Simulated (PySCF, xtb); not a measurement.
AlCl, SMILES [Al][Cl] (connectivity only; charge and spin as stated), neutral, multiplicity 1.

Harmonic wavenumbers (cm⁻¹) from GFN2-xTB (xtb) at its own minimum, in rising order: 559.

Question: What does PBE-D3(BJ)/def2-TZVPD in PySCF give at its own minimum? (Estimate from the structure and the level; the computed values follow.)

Answer: 454. Paired by order, the mean absolute difference is 105 cm⁻¹ and the zero-point energies are 0.8 and 0.6 kcal/mol.
